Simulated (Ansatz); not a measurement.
C₆H₁₂O₂, charge -1, doublet, geometry from GFN2-xTB (a state made from the parent by changing its charge; the spin is typed, not shown lowest) (a gas-phase anion, which may not be bound at this level); Ansatz (an electronic-structure program) with R2SCAN/STO-3G.

Ansatz was given this input:
Ansatz 0.2 input:
```yaml
crystal:
  periodic: [false, false, false]
  atoms:
    - {symbol: C, position_ang: [-3.50963689, 0.91677573, 0.05501106]}
    - {symbol: C, position_ang: [-2.49487882, -0.20562422, -0.14013863]}
    - {symbol: C, position_ang: [-1.09583090, 0.32582862, -0.43189966]}
    - {symbol: C, position_ang: [-0.06945154, -0.80683821, -0.61399842]}
    - {symbol: O, position_ang: [1.20215660, -0.33451865, -0.89358246]}
    - {symbol: C, position_ang: [2.14255563, -0.34626441, 0.28036348]}
    - {symbol: C, position_ang: [2.73275198, 1.05554187, 0.39860967]}
    - {symbol: O, position_ang: [1.78949887, -1.01872684, 1.31716938]}
    - {symbol: H, position_ang: [-3.57361261, 1.53237041, -0.84101340]}
    - {symbol: H, position_ang: [-4.50083218, 0.51639959, 0.26870547]}
    - {symbol: H, position_ang: [-3.21054204, 1.55474443, 0.88428704]}
    - {symbol: H, position_ang: [-2.45809723, -0.82324655, 0.76027832]}
    - {symbol: H, position_ang: [-2.81742639, -0.84642638, -0.96654299]}
    - {symbol: H, position_ang: [-0.75675479, 0.95400089, 0.39387310]}
    - {symbol: H, position_ang: [-1.10992386, 0.94046251, -1.33738308]}
    - {symbol: H, position_ang: [-0.01508485, -1.39994624, 0.31601518]}
    - {symbol: H, position_ang: [-0.39695434, -1.46497224, -1.43892527]}
    - {symbol: H, position_ang: [2.01658639, 1.80702187, 0.77903974]}
    - {symbol: H, position_ang: [3.07699921, 1.39196744, -0.58078777]}
    - {symbol: H, position_ang: [3.57934197, 1.02707201, 1.08607352]}
basis:
  gaussian:
    orbitals: STO-3G
hamiltonian:
  xc: r2scan
total_charge: -1
magnetization: {spin_polarized: true, initial_magnetization: 1}
```

Problem. Predict the main parts of the log of this Ansatz run.

Solution. 
```
Functional definition: r2SCAN
751 factors; integrals over basis functions are off by at most 3.8e-5 eV
mean field evaluation 1: about -10365.9505 eV, gradient 2.0e1 eV
mean field evaluation 2: about -10332.3050 eV, gradient 7.7e1 eV
mean field evaluation 4: about -10368.6075 eV, gradient 4.2e0 eV
mean field evaluation 8: about -10368.5012 eV, gradient 7.2e-2 eV
mean field evaluation 16: about -10368.5013 eV, gradient 6.9e-5 eV
mean field -10368.50126596 eV, -381.0353935015 hartree, gradient 6.9e-5 eV, S^2 0.751372; 0 other end points of the search recorded, 0 dependent functions left out
reference -10368.50127475 eV, -381.0353938245 hartree; 33, 32 occupied and 19, 20 virtual orbitals, 751 factors
Total energy: -10368.50127475 eV, -381.0353938245 hartree
```
